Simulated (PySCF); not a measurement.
Si(H)(Cl)(Me)(NH2) (CH6ClNSi), SMILES C[SiH](N)Cl. Atoms are numbered in the order given.

```xyz
10

Si    -0.2526    -0.0435     0.5060
C      1.2268    -1.0372     1.0637
N     -1.5335    -1.1102     0.0719
Cl     0.4042     1.1806    -1.0800
H     -0.7742     0.8864     1.5385
H      0.9696    -1.6611     1.9343
H      1.5757    -1.6966     0.2524
H      2.0614    -0.3733     1.3363
H     -1.3395    -1.8934    -0.5467
H     -2.4550    -0.7283    -0.1234
```
Charge 0, spin multiplicity 1.

Coordinates come from a B3LYP-D3(BJ)/def2-SVP optimisation. The values are those of a single conformer.

Two levels are set side by side: PBE/pcSseg-1 (PySCF) and B3LYP/pcSseg-1 (PySCF). GIAO shifts against HCl (³⁵Cl), NH3 (¹⁵N), TMS (²⁹Si), TMS (¹H), TMS (¹³C) at the same level; non-relativistic, no solvent, atoms listed together averaged. Without spin–orbit terms, shifts of atoms bonded to Cl or Br come out too high at both levels. Differences are taken from unrounded values.

```
quantity                   B3LYP    PBE  PBE minus B3LYP
-------------------------  -----  -----  ---------------
δ(²⁹Si) of Si1 (ppm)         1.4    3.5              2.1
δ(¹³C) of C2 (ppm)           4.6    4.5             -0.1
δ(¹⁵N) of N3 (ppm)          43.0   46.7              3.8
δ(³⁵Cl) of Cl4 (ppm)        78.2  101.4             23.2
δ(¹H) of H5 (ppm)           5.36   5.65             0.29
δ(¹H) of H6, H7, H8 (ppm)   0.72   0.72             0.00
```

Rough cost on one machine, each run with all the roots and properties that it gave: B3LYP against PBE within a factor of 2.
